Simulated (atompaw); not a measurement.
Building the PAW (atompaw) potential for Ba (Z = 56) (PBE, scalar-relativistic).

The input file (atompaw 4.2.0.5):

```
Ba 56
GGA-PBE scalarrelativistic loggrid 2001 logderivrange -2 5 176
6 6 5 0 0 0
6 1 0
5 2 0
0 0 0
c
c
c
c
c
v
c
c
c
c
v
c
c
v
2
3.00 2.80 2.85 2.30
y
4.4
n
y
0.6
n
y
1
n
custom rrkj vanderbiltortho sinc
bessel
3.00
3.00
3.00
3.00
3.00
3.00
PWSCFOUT
UPFDX 0.0125d0 UPFXMIN -7.d0 UPFZMESH 56.d0
END
```

Command:

```bash
atompaw < Ba.input > Ba.log
```

Output (summary file):

```
Completed calculations for Ba (AE)

 Exchange-correlation type: GGA, Perdew-Burke-Ernzerhof

 Radial integration grid is logarithmic
 r0 =   1.1975110E-04 h =   6.7060616E-03   n =      2001 rmax =   8.0000000E+01

 Scalar relativistic calculation

 AEatom converged in  35 iterations
   nz     =  56.00
   delta  =       7.457342172199E-15

 All Electron Orbital energies:
  n  l      occupancy      energy
  1  0      2.0000000E+00 -2.7385854E+03
  2  0      2.0000000E+00 -4.3285971E+02
  3  0      2.0000000E+00 -9.1370625E+01
  4  0      2.0000000E+00 -1.7926402E+01
  5  0      2.0000000E+00 -2.4750351E+00
  6  0      2.0000000E+00 -2.3740059E-01
  2  1      6.0000000E+00 -3.8813687E+02
  3  1      6.0000000E+00 -7.7034980E+01
  4  1      6.0000000E+00 -1.3303067E+01
  5  1      6.0000000E+00 -1.3771074E+00
  6  1      0.0000000E+00 -9.1368574E-02
  3  2      1.0000000E+01 -5.6220866E+01
  4  2      1.0000000E+01 -6.5914509E+00
  5  2      0.0000000E+00 -1.4836087E-01

 Total energy
   Total                    :   -16271.12958072069705

 ---
 Completed calculations for Ba (SC)

 Exchange-correlation type: GGA, Perdew-Burke-Ernzerhof

 Radial integration grid is logarithmic
 r0 =   1.1975110E-04 h =   6.7060616E-03   n =      2001 rmax =   8.0000000E+01

 Scalar relativistic calculation

 SCatom converged in   2 iterations
   nz     =  56.00
   delta  =       3.099271432726E-17

 Valence Electron Orbital energies:
  n  l      occupancy      energy
   6  0      2.0000000E+00 -2.3740059E-01
   6  1      0.0000000E+00 -9.1368572E-02
   5  2      0.0000000E+00 -1.4836087E-01

 Total energy
   Total                    :   -16271.12958071950379
   Valence                  :     -395.36883590800039

 PAW parameters:
       lmax =            2
         rc =    3.0123612551233894
        irc =         1512
   rc_shape =    2.8169672634317733
    rc_vloc =    2.8550048942106190
    rc_core =    2.3035917732582263
   Vloc: truncated form - Vps(r)=A.sin(qr)/r for r<rc
   Projector type: RRKJ pseudization + Vanderbilt ortho.
   Sinc^2 compensation charge shape zeroed at   2.8170E+00

 Number of basis functions     6
 No.   n  nodes  l      Energy         Cp coeff         Occ
  1    6    5    0   -0.2374006E+00  0.4702743E+01  0.2000000E+01
  2  999    6    0    0.4400000E+01 -0.2977297E-01  0.0000000E+00
  3    6    4    1   -0.9136857E-01 -0.1034801E+03  0.0000000E+00
  4  999    5    1    0.6000000E+00 -0.6396741E+01  0.0000000E+00
  5    5    2    2   -0.1483609E+00 -0.4798081E+02  0.0000000E+00
  6  999    3    2    0.1000000E+01 -0.1283225E+00  0.0000000E+00

 Eigenvalues of overlap operator (in the basis of projectors):
    1        1.03800681E-02
    2        1.82909692E-02
    3        6.42406715E-02
    4        1.12697785E+00
    5        5.17376134E+01
    6        4.76702731E+02

 Orbital leakage outside PAW augmentation regions
   orb  is_core?  %out_of_sphere
   1 0    T           0.00
   2 0    T          -0.00
   3 0    T          -0.00
   4 0    T           0.00
   5 0    T           1.82
   6 0    F          88.92
   2 1    T           0.00
   3 1    T           0.00
   4 1    T           0.00
   5 1    T           6.81
   6 1    F          96.30
   3 2    T          -0.00
   4 2    T           0.00
   5 2    F          55.51

 Summary of PAW energies
   Total valence energy     :   -395.36883581450707
   Smooth energy            :     -0.83261296509589
   One center               :   -394.53622284941116
   Smooth kinetic           :      2.49950891199310
   Vloc energy              :      1.96274669567346
   Smooth exch-corr         :     -9.45166416671663
   One-center xc            :   -385.47616973948357
```

Note: ghost states, extra bound levels that the all-electron valence spectrum of the same l lacks: s at -79.3 eV, p at -19.0 eV. A true bound ghost makes a file unfit for plane-wave use.

The run took about 4.9 s on one core of a shared server CPU.
